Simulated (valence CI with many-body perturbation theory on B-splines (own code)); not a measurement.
Values are calculated unless marked as measured or tabulated.
# Nd XX: magnetic and hyperfine properties of the levels

Method: valence CI with perturbative core correlation (CI+MBPT): five valence electrons over a frozen Dirac-Fock core [Kr], radial functions for each j: 7 s, 7 p, 8 d, 6 f, 4 g, 1 h, with the one-electron correlation potential Σ1 (screened to all orders), the two-electron term Σ2, the three-electron term Σ3, Breit, model QED; selected single and double excitations, second order for the rest (own B-spline code, finite nucleus).

No measured spectrum was set against this ion. As an estimate, terms of the open shell hold to 2 to 4 % of their energy, and close levels can change places. Core correlation moves these levels by up to 12000 cm⁻¹, and in measured spectra 5 to 20 % of such shifts remained as error; rates that hang on mixing are uncertain with them. Among the levels kept, up to 270 cm⁻¹ of a level comes from second order outside the variational space, and about a tenth of that is noise between levels of different J, which matters for small intervals. Only levels of the ground parity were solved; by the run's estimate the other parity begins above the list, which can be wrong where configurations are misplaced.

A/g_I is the dipole constant over the nuclear g factor μ/I (μ in nuclear magnetons, uniformly magnetised nucleus), B/Q the quadrupole constant per barn. Both hold the static response of the core; the bare values leave it out. Large factors of s and p1/2 electrons are usually good to 5 to 10 %; those of open d and f shells near neutrality can be off by tens of per cent, and small factors of p3/2, d and f electrons come from cancelling terms and can be off by a factor of two or in sign, in half-filled shells by more. B is blank for J = 1/2, where it vanishes, and for nearly pure S terms. Energies count from the lowest level.

Levels are named by their leading jj configuration (3d3/2^4 stands for four electrons in 3d with j = 3/2), which in mixed levels can hold well under half, so a name can repeat and another be missing. Letters in brackets count levels of one name in rising energy.

| Level | E (cm⁻¹) | g | A/g_I (MHz) | A/g_I bare | B/Q (MHz/b) | B/Q bare |
| --- | --- | --- | --- | --- | --- | --- |
| (4d3/2^4 4d5/2) J=5/2 [a] | 0.0 | 1.826 | -166 | 910 | 1270 | 1180 |
| (4d3/2^4 4d5/2) J=5/2 [b] | 35711 | 1.090 | 3250 | 3270 | 5470 | 5190 |
| (4d3/2^3 4d5/2^2) J=7/2 [a] | 55024 | 1.123 | 3890 | 3960 | 5870 | 5580 |
| (4d3/2^3 4d5/2^2) J=3/2 | 57343 | 1.307 | 3950 | 4290 | 5080 | 4840 |
| (4d3/2^3 4d5/2^2) J=11/2 | 58939 | 1.183 | 4460 | 4610 | -85.5 | -103 |
| (4d3/2^3 4d5/2^2) J=5/2 [a] | 63356 | 1.094 | 3830 | 3860 | 1870 | 1790 |
| (4d3/2^3 4d5/2^2) J=9/2 | 63451 | 1.163 | 4080 | 4210 | 5010 | 4760 |
| (4d3/2^3 4d5/2^2) J=1/2 | 68827 | 1.756 | -1830 | -845 |  |  |
| (4d3/2^3 4d5/2^2) J=7/2 [b] | 79025 | 1.210 | 3800 | 4000 | -1240 | -1180 |
| (4d3/2^3 4d5/2^2) J=5/2 [b] | 83359 | 1.233 | 3190 | 3420 | -224 | -217 |
| (4d3/2^2 4d5/2^3) J=7/2 [a] | 90854 | 1.160 | 4170 | 4300 | -5060 | -4820 |
| (4d3/2^2 4d5/2^3) J=11/2 | 91964 | 1.033 | 4950 | 4890 | 406 | 390 |
| (4d3/2^2 4d5/2^3) J=1/2 [a] | 95686 | 0.789 | 9680 | 9260 |  |  |
| (4d3/2^2 4d5/2^3) J=3/2 [a] | 96111 | 0.950 | 7610 | 7430 | -4870 | -4640 |
| (4d3/2^2 4d5/2^3) J=9/2 [a] | 97923 | 1.152 | 4030 | 4140 | -916 | -883 |
| (4d3/2^2 4d5/2^3) J=3/2 [b] | 101390 | 1.068 | 4500 | 4490 | 906 | 862 |
| (4d3/2^2 4d5/2^3) J=13/2 | 102080 | 1.075 | 5040 | 5040 | -5.74 | 1.65 |
| (4d3/2^2 4d5/2^3) J=5/2 [a] | 106620 | 1.013 | 5190 | 5100 | -1250 | -1180 |
| (4d3/2^2 4d5/2^3) J=9/2 [b] | 118500 | 1.108 | 4550 | 4600 | 736 | 702 |
| (4d3/2^2 4d5/2^3) J=7/2 [b] | 121550 | 0.994 | 6140 | 6030 | -426 | -403 |
| (4d3/2^2 4d5/2^3) J=5/2 [b] | 122770 | 1.056 | 5050 | 5030 | 664 | 625 |
| (4d3/2^2 4d5/2^3) J=3/2 [c] | 130420 | 0.766 | 8050 | 7610 | 284 | 285 |
| (4d3/2 4d5/2^4) J=5/2 [a] | 131380 | 1.158 | 2670 | 2790 | -2930 | -2790 |
| (4d3/2^2 4d5/2^3) J=7/2 [c] | 135360 | 1.076 | 5400 | 5400 | 2180 | 2070 |
| (4d3/2^2 4d5/2^3) J=1/2 [b] | 137370 | 1.911 | -2400 | -1200 |  |  |
| (4d3/2 4d5/2^4) J=7/2 [a] | 145190 | 1.194 | 3490 | 3660 | -8890 | -8470 |
| (4d3/2^2 4d5/2^3) J=9/2 [c] | 146590 | 1.096 | 4610 | 4640 | 3310 | 3170 |
| (4d3/2 4d5/2^4) J=11/2 | 150510 | 1.066 | 4940 | 4930 | -316 | -269 |
| (4d3/2 4d5/2^4) J=3/2 [a] | 157830 | 0.851 | 5740 | 5420 | -5080 | -4840 |
| (4d3/2 4d5/2^4) J=5/2 [b] | 166980 | 1.114 | 4440 | 4490 | 4180 | 3990 |
| (4d3/2 4d5/2^4) J=9/2 | 172390 | 1.110 | 4400 | 4450 | -8120 | -7730 |
| (4d5/2^5) J=5/2 | 176100 | 1.102 | 3830 | 3870 | -2900 | -2750 |
| (4d3/2 4d5/2^4) J=7/2 [b] | 182130 | 0.947 | 5930 | 5740 | 7580 | 7220 |
| (4d3/2^2 4d5/2^3) J=3/2 [d] | 187370 | 1.231 | 3970 | 4200 | -4250 | -4060 |
| (4d3/2 4d5/2^4) J=1/2 | 205990 | 0.872 | 230 | -51.5 |  |  |
| (4d3/2^2 4d5/2^3) J=5/2 [c] | 224870 | 1.185 | 3380 | 3540 | -6140 | -5850 |
| (4d3/2 4d5/2^4) J=3/2 [b] | 231670 | 0.881 | 8150 | 7870 | 7930 | 7550 |

Problem. Take the isotope of mass number 145, with I = 7/2, μ = -0.656 μN and Q = -0.314 b. What is the hyperfine structure of (4d3/2^3 4d5/2^2) J=9/2?

Solution. From the table A = -765 MHz, B = -1570 MHz. Shifts from the centre of gravity in MHz: F = 1: 14000, F = 2: 12700, F = 3: 10700, F = 4: 7930, F = 5: 4340, F = 6: -172, F = 7: -5720, F = 8: -12400.
